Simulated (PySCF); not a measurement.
Nuclear quadrupole coupling in `C=C(CC)CC(=O)[O-]`

Compound: C6H9O2 (charge -1).
Atom-mapped SMILES: `[CH2:1]=[C:2]([CH2:3][CH3:4])[CH2:5][C:6](=[O:7])[O-:8]` (hydrogens: H9, H10 on C1; H11, H12 on C3; H13, H14, H15 on C4; H16, H17 on C5)

Cartesian coordinates in Å at the GFN2-xTB level; atoms count from 1:
```
atom  x, y, z in Å
C1     0.4538    1.8531   -0.6923
C2     0.0637    0.6268   -0.3450
C3     0.7173   -0.5983   -0.9264
C4     1.7073   -1.2363    0.0487
C5    -1.0710    0.3620    0.5566
C6    -2.3555   -0.1287   -0.3133
O7    -2.2412   -1.2433   -0.8283
O8    -3.2946    0.6648   -0.3280
H9    -0.0216    2.7357   -0.2954
H10    1.2436    2.0208   -1.4101
H11    1.2426   -0.3439   -1.8522
H12   -0.0831   -1.3084   -1.1546
H13    1.2088   -1.4978    0.9794
H14    2.5187   -0.5446    0.2783
H15    2.1362   -2.1440   -0.3762
H16   -1.3723    1.2523    1.1097
H17   -0.8598   -0.4582    1.2452
```

Field gradients from the PBE0/pcSseg-1 density (PySCF, non-relativistic), principal values in atomic units, ordered |Vxx| ≤ |Vyy| ≤ |Vzz|:

| atom | Vxx | Vyy | Vzz |
| --- | --- | --- | --- |
| O7 | 0.3723 | 0.9612 | -1.3335 |
| O8 | 0.4829 | 0.9285 | -1.4114 |

**Question.** Find the asymmetry η = (Vxx − Vyy)/Vzz and the couplings χ = eQV/h (234.96 MHz × Q in barn × V in au), with Q(17O) = −0.0256 b.

**Answer.** 
| atom | environment | nucleus | η | χzz (MHz) | χxx (MHz) | χyy (MHz) |
| --- | --- | --- | --- | --- | --- | --- |
| O7 | carboxylate oxygen | 17O | 0.44 | 8.02 | -2.24 | -5.78 |
| O8 | carboxylate oxygen | 17O | 0.32 | 8.49 | -2.90 | -5.59 |

**Question.** What is Vzz at O8 in SI units (1 au = 9.71736 × 10²¹ V/m²)?

**Answer.** -1.4114 au = -13.715 × 10²¹ V/m².

**Question.** What couplings would deuterons (Q(2H) = 0.00286 b) have in place of the hydrogens, at this geometry?

**Answer.** 
| atom | bonded to | bond length (Å) | Vzz (au) | η | χzz (kHz) |
| --- | --- | --- | --- | --- | --- |
| H9 | C1 | 1.078 | 0.3430 | 0.08 | 230 |
| H10 | C1 | 1.080 | 0.3409 | 0.08 | 229 |
| H11 | C3 | 1.094 | 0.3059 | 0.03 | 206 |
| H12 | C3 | 1.094 | 0.2761 | 0.02 | 186 |
| H13 | C4 | 1.088 | 0.3170 | 0.01 | 213 |
| H14 | C4 | 1.091 | 0.3133 | 0.01 | 211 |
| H15 | C4 | 1.090 | 0.3168 | 0.01 | 213 |
| H16 | C5 | 1.091 | 0.3122 | 0.06 | 210 |
| H17 | C5 | 1.092 | 0.3137 | 0.05 | 211 |

Isolated species at its GFN2-xTB geometry (one conformer only). The pcSseg-1 basis has no diffuse functions, a weakness for an anion. GFN2-xTB bond lengths can be off by several hundredths of an ångström, more for odd bonds, and the gradients follow them. With so small a basis the couplings can be 20 % off.

These values come from a run that also computed NMR shieldings. Time: 36 s wall; peak memory 0.83 GiB. Hardware: an Intel Xeon with one thread, no GPU, shared host.
